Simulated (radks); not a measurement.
Question: Excited configurations of the platinum ion Pt2+: one electron is placed in a higher orbital outside [Xe] 4f14 5d7. The ground configuration is [Xe] 4f14 5d8. Calculated with a radial shooting solver on a logarithmic mesh with Libxc functionals: non-relativistic Kohn-Sham, TPSS, spin-polarised, spherical densities, point nucleus; open shells are filled with parallel spins first (spin-orbit coupling, left out, can overturn this in heavy ions); meta-GGA in the generalised Kohn-Sham scheme; relativity is left out, which matters for an element this heavy. Excitation = E - E(ground); binding = E(ion) - E, where the ion is the core of charge +3; n* = 3/sqrt(2 binding) in atomic units, and the quantum defect is n - n*.

| outer orbital | excitation (eV) | binding (eV) | n* | quantum defect | eigenvalue (eV) | <r> (bohr) |
|---|---|---|---|---|---|---|
| 6p | 13.105 | 18.917 | 2.544 | 3.456 | -15.771 | 3.123 |
| 6f | 26.332 | 5.689 | 4.639 | 1.361 | -4.658 | 8.974 |
| 7p | 22.226 | 9.795 | 3.536 | 3.464 | -8.401 | 6.226 |
| 7d | 25.103 | 6.918 | 4.207 | 2.793 | -5.838 | 8.300 |
| 7f | 28.003 | 4.019 | 5.520 | 1.480 | -3.405 | 13.75 |

Estimate the row for 6s.

Answer: excitation (eV) 7.015; binding (eV) 25.007; n* 2.213; quantum defect 3.787; eigenvalue (eV) -21.259; <r> (bohr) 2.655. The Delta-SCF ionisation energy is 32.022 eV (NIST Atomic Spectra Database: 29 eV, theoretical). Self-interaction in the functional shifts the binding energies and quantum defects, so they are the method's values and not measured ones. Relativity is left out here, which matters for elements this heavy. Open shells are spherical and high-spin; term and fine-structure splittings are not resolved.
